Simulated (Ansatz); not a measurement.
Geometry optimisation, RKS r2SCAN-D4/STO-3G in Ansatz 0.2.0.

input.yaml

```yaml
crystal:
  periodic: [false, false, false]
  atoms:
    - { symbol: C, position_ang: [-0.7041, 0.5434, -0.9556] }
    - { symbol: C, position_ang: [-0.3171, -0.5262, -0.0911] }
    - { symbol: O, position_ang: [-1.34897, -0.95365, 0.74531] }
    - { symbol: Si, position_ang: [-1.09316, -2.2341, -0.28352] }
    - { symbol: H, position_ang: [0.0448, 1.3051, -1.1957] }
    - { symbol: H, position_ang: [-1.5907, 1.1422, -0.5128] }
    - { symbol: H, position_ang: [-1.0705, 0.1919, -1.9235] }
    - { symbol: H, position_ang: [0.63447, -0.45373, 0.31223] }
    - { symbol: H, position_ang: [-0.42085, -3.37671, 0.42551] }
    - { symbol: H, position_ang: [-2.16952, -2.42853, -1.22144] }
basis:
  gaussian: { orbitals: STO-3G }
hamiltonian:
  xc: r2scan
  dispersion: d4
relax:
  f_tol: 0.015
  max_steps: 40
```

Command:

```bash
$ ansatz run input.yaml --threads 1 --pin off --max-ram 2048MiB --backend cpu --events-out ev --progress --plain --runs-dir out
```

**Question.** Where does it end, and by what steps?

**Answer.** The run converged. Limits of this set-up: minimal basis. After 10 steps the energy has fallen by 1.125 eV; H6 moved furthest, 0.79 Å.

```json
{"step": "0", "energy less start (eV)": "0.0000", "largest force component (eV/Å)": "4.985", "accepted": "yes"}
{"step": "1", "energy less start (eV)": "-0.9063", "largest force component (eV/Å)": "1.939", "accepted": "yes"}
{"step": "2", "energy less start (eV)": "-1.0455", "largest force component (eV/Å)": "0.352", "accepted": "yes"}
{"step": "3", "energy less start (eV)": "-1.0535", "largest force component (eV/Å)": "0.076", "accepted": "yes"}
{"step": "4", "energy less start (eV)": "-1.0651", "largest force component (eV/Å)": "0.155", "accepted": "yes"}
{"step": "5", "energy less start (eV)": "-1.0765", "largest force component (eV/Å)": "0.205", "accepted": "yes"}
{"step": "6", "energy less start (eV)": "-1.1052", "largest force component (eV/Å)": "0.146", "accepted": "yes"}
{"step": "7", "energy less start (eV)": "-1.1120", "largest force component (eV/Å)": "0.234", "accepted": "yes"}
{"step": "8", "energy less start (eV)": "-1.1235", "largest force component (eV/Å)": "0.101", "accepted": "yes"}
{"step": "9", "energy less start (eV)": "-1.1245", "largest force component (eV/Å)": "0.034", "accepted": "yes"}
{"step": "10", "energy less start (eV)": "-1.1246", "largest force component (eV/Å)": "0.011", "accepted": "yes"}
```

```xyz
10
Properties=species:S:1:pos:R:3
C -0.763 0.618 -0.993
C -0.470 -0.538 -0.009
O -1.650 -1.039 0.775
Si -0.988 -2.258 -0.282
H 0.087 0.762 -1.678
H -0.924 1.561 -0.448
H -1.661 0.410 -1.592
H 0.413 -0.319 0.625
H -0.304 -3.371 0.342
H -1.778 -2.616 -1.440
```

The run took 33 s on 1 thread of Arm Neoverse V1, on a shared host, peak memory 0.14 GiB.
